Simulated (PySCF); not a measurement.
Can point charges reproduce the dipole moment of `CCN[Si@@H]([SiH3])C(F)(F)F`?

Coordinates (GFN2-xTB, Å) and charges (e) from the PBE0/pcSseg-1 density (PySCF):

```tsv
atom	x	y	z	Mulliken	IAO	Hirshfeld	ESP-fitted
C1	2.705	0.457	0.236	-0.2821	-0.4316	-0.1240	-0.4036
C2	1.525	0.442	-0.731	-0.0742	-0.1323	-0.0172	+0.5717
N3	0.527	-0.548	-0.387	-0.6722	-0.6729	-0.2423	-0.9324
Si4	-0.702	-0.272	0.775	+0.6075	+0.7249	+0.2876	+0.3386
Si5	-1.961	1.577	0.196	+0.1406	+0.2702	+0.2210	+0.1632
C6	-1.754	-1.890	0.559	+0.5262	+0.5547	+0.1635	+0.4299
F7	-2.403	-1.953	-0.624	-0.2791	-0.2881	-0.1085	-0.1816
F8	-1.026	-3.025	0.640	-0.2818	-0.2873	-0.1043	-0.1849
F9	-2.710	-1.995	1.508	-0.2807	-0.2904	-0.1105	-0.1984
H10	3.429	1.210	-0.064	+0.1141	+0.1431	+0.0444	+0.0686
H11	2.357	0.682	1.241	+0.1172	+0.1386	+0.0382	+0.1284
H12	3.196	-0.513	0.249	+0.1096	+0.1405	+0.0410	+0.0960
H13	1.883	0.242	-1.746	+0.1240	+0.1405	+0.0435	-0.0436
H14	1.035	1.418	-0.727	+0.1305	+0.1294	+0.0390	-0.0467
H15	0.877	-1.488	-0.519	+0.2038	+0.2617	+0.1144	+0.4096
H16	-0.299	-0.409	2.192	-0.0739	-0.1398	-0.0848	-0.0826
H17	-2.175	1.696	-1.248	-0.0331	-0.0817	-0.0627	-0.0394
H18	-3.269	1.591	0.852	-0.0387	-0.0820	-0.0638	-0.0466
H19	-1.246	2.788	0.620	-0.0576	-0.0975	-0.0746	-0.0461
```

Task: Compute μ = Σ q r for each scheme (1 e·Å = 4.803 D) and compare with the dipole of the full density.

Result: The full density gives (2.53, 2.04, -0.26) D, 3.26 D in size; dipole vectors point from the negative to the positive end.

| scheme | μx | μy | μz | size (D) | share of the full size (%) | angle to the full dipole (°) |
| --- | --- | --- | --- | --- | --- | --- |
| Mulliken | 3.47 | 5.05 | 0.81 | 6.18 | 190 | 21 |
| IAO | 2.61 | 4.06 | 0.60 | 4.86 | 149 | 22 |
| Hirshfeld | 1.51 | 1.69 | -0.23 | 2.28 | 70 | 9 |
| ESP-fitted | 2.57 | 2.12 | -0.22 | 3.34 | 102 | 1 |

Task: Which set comes closest?

Result: Length of the difference vector: ESP-fitted 0.10 D, Hirshfeld 1.08 D, IAO 2.20 D, Mulliken 3.34 D. Closest: ESP-fitted. ESP charges are fitted to the potential around the molecule, whose slowest-falling term is the dipole's. 

Task: What is left for the Hirshfeld atoms' own dipoles?

Result: The shares of the density sum to the whole, so what Σ q r misses lies in dipoles about the nuclei. The atomic dipoles sum to (2.53, 2.04, -0.26) − (1.51, 1.69, -0.23) = (1.02, 0.35, -0.03) D, 1.08 D in size.

Task: With the origin at the mean of the coordinates, (-0.001, 0.000, 0.159) Å, which are the largest single terms, by size, of the Mulliken dipole along the direction of the full one?

Result: C6 -6.51, F9 +4.66, F7 +4.06, F8 +3.69, C1 -3.23 D; all 19 atoms together +5.79 D. The single terms depend on the origin, their sum doesn't.

Task: Give the size of the full dipole in other units.

Result: 3.26 D = 1.282 au = 0.679 e·Å = 10.87 × 10⁻³⁰ C·m.

Geometry: GFN2-xTB, one conformer, isolated molecule.

The values belong to the conformer `[CH3:1][CH2:2][NH:3][Si@@H:4]([SiH3:5])[C:6]([F:7])([F:8])[F:9]`: C1–C2–N3–Si4 83°, C2–N3–Si4–Si5 57°, N3–Si4–C6–F7 -69°.
